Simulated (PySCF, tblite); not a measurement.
Isomers of C3H12N2OSi2. Computed with GFN2-xTB (tblite): harmonic, unscaled wavenumbers at the GFN2-xTB geometry, gas phase. Against measured fundamentals such values can be off by several per cent, at times by over 20. Modes of hydrogen on silicon can be 10 to 20 % off. One conformer each.

Electronic energies: PBE0/pcSseg-1 single points on the GFN2-xTB geometries (PySCF, gas phase).

| SMILES | electronic energy, lowest = 0 (kJ/mol) |
| --- | --- |
| CC(=O)N[Si@](C)(N)[SiH3] | 123.6 |
| NCCC(=O)[Si@H](N)[SiH3] | 346.5 |
| CC(=O)N(C)[SiH2]N[SiH3] | 150.9 |
| C=NCC[Si@@H](N)O[SiH3] | 155.2 |
| CN[Si@@H]1CC[Si@@H](O)N1 | 0.0 |

How do GFN2-xTB zero-point energies change the relative energies?

```csv
SMILES,ZPE (kJ/mol),of it from modes above 1550 cm⁻¹,electronic (kJ/mol),"with ZPE, lowest = 0 (kJ/mol)",lowest mode (cm⁻¹),rings
CN[Si@@H]1CC[Si@@H](O)N1,407.9,214.3,0.0,0.0,42,1
CC(=O)N[Si@](C)(N)[SiH3],394.3,220.6,123.6,110.0,33,0
CC(=O)N(C)[SiH2]N[SiH3],385.5,206.0,150.9,128.5,42,0
C=NCC[Si@@H](N)O[SiH3],386.9,211.7,155.2,134.2,8i,0
NCCC(=O)[Si@H](N)[SiH3],387.5,225.6,346.5,326.1,6,0
```

The zero-point energies span 22.4 kJ/mol, from `CC(=O)N(C)[SiH2]N[SiH3]` to `CN[Si@@H]1CC[Si@@H](O)N1`. Slightly imaginary modes are left out of the zero-point energy: `C=NCC[Si@@H](N)O[SiH3]` 7.6i cm⁻¹. The order is unchanged.

And how do the electronic energies of GFN2-xTB itself compare?

`CN[Si@@H]1CC[Si@@H](O)N1` 0.0; `CC(=O)N[Si@](C)(N)[SiH3]` 153.6; `CC(=O)N(C)[SiH2]N[SiH3]` 10.7; `C=NCC[Si@@H](N)O[SiH3]` 31.7; `NCCC(=O)[Si@H](N)[SiH3]` 366.2 kJ/mol, lowest = 0. Against the energies above, taken from the same isomer `CN[Si@@H]1CC[Si@@H](O)N1`, the largest difference is 140.2 kJ/mol.

What do entropy and thermal enthalpy add at 298.15 K and 1 bar (rigid rotor, harmonic oscillator, one conformer each)?

| SMILES | point group | symmetry number | S (J/(mol K)) | H − H(0) (kJ/mol) | ZPE + H − H(0) − TS (kJ/mol) |
| --- | --- | --- | --- | --- | --- |
| CN[Si@@H]1CC[Si@@H](O)N1 | C1 | 1 | 439.2 | 33.05 | 310.0 |
| CC(=O)N[Si@](C)(N)[SiH3] | C1 | 1 | 472.1 | 37.03 | 290.5 |
| CC(=O)N(C)[SiH2]N[SiH3] | C1 | 1 | 461.9 | 35.36 | 283.1 |

Not tabulated: `C=NCC[Si@@H](N)O[SiH3]` (lowest mode only 8i cm⁻¹); `NCCC(=O)[Si@H](N)[SiH3]` (lowest mode only 6 cm⁻¹).
